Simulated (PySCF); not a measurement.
## OsO3: one-bond stretch

All numbers come from PBE/[Os def2-SVP with ECP60, O def2-SVP], scalar-relativistic core potentials, density fitting, no spin–orbit coupling, PySCF.

Rigid scan from the singlet minimum (Os–O 1.710 Å (×3); O–Os–O 120.0° (×3)). Coordinate: the bond from Os to the last atom (O) scaled, the rest fixed. Energies in kJ/mol from the minimum.

| scale of one bond | E (kJ/mol) | dipole size (D) |
| --- | --- | --- |
| 0.92 | 60.2 | 0.71 |
| 0.96 | 13.2 | 0.33 |
| 1.00 | 0.0 | 0.00 |
| 1.05 | 15.6 | 0.35 |
| 1.12 | 73.1 | 0.74 |
| 1.20 | 162.4 | 1.06 |
| 1.35 | 338.5 | 1.43 |
| 1.55 | 530.9 | – |
| 1.80 | 688.8 | – |
| 2.20 | 818.3 | – |

At long bonds a restricted determinant can lie too high, and another spin state can fall below this curve.

With an element this heavy the missing spin–orbit coupling can shift these numbers.

Other isomers or separated fragments may lie lower.
